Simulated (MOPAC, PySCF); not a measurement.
H6O2Si3, SMILES `O1[SiH2]O[SiH2][SiH2]1`, neutral singlet in the gas phase. 

Z-matrix (Å, degrees):
```
O
Si 1 1.6518
O 2 1.6518 1 105.49
Si 3 1.6696 2 122.75 1 0.00
Si 1 1.6696 2 122.75 3 0.00
H 2 1.4751 1 110.00 5 -118.60
H 2 1.4751 6 111.18 1 122.11
H 5 1.4815 1 109.90 2 -120.35
H 4 1.4815 3 109.90 2 -120.35
H 5 1.4815 8 108.47 1 120.17
H 4 1.4815 9 108.47 3 120.17
```
Charge 0, spin multiplicity 1.

All levels are single points at this geometry (B3LYP-D3(BJ)/def2-TZVP); Pople sets use spherical d functions. Orbital energies aren't observables, and empty levels follow the basis.

B3LYP/3-21G in PySCF gives HOMO (eV) = -7.76.

**Question.** Estimate the HOMO (eV) from each of these levels: ωB97X-D3(BJ)/def2-TZVP in PySCF; B3LYP/LANL2DZ in PySCF; SVWN5/6-31G* in PySCF; HF/3-21G in PySCF; PM3 in MOPAC.

**Answer.** 
```csv
level,HOMO (eV)
ωB97X-D3(BJ)/def2-TZVP in PySCF,-10.27
B3LYP/LANL2DZ in PySCF,-8.09
SVWN5/6-31G* in PySCF,-6.71
HF/3-21G in PySCF,-10.84
PM3 in MOPAC,-8.48
```
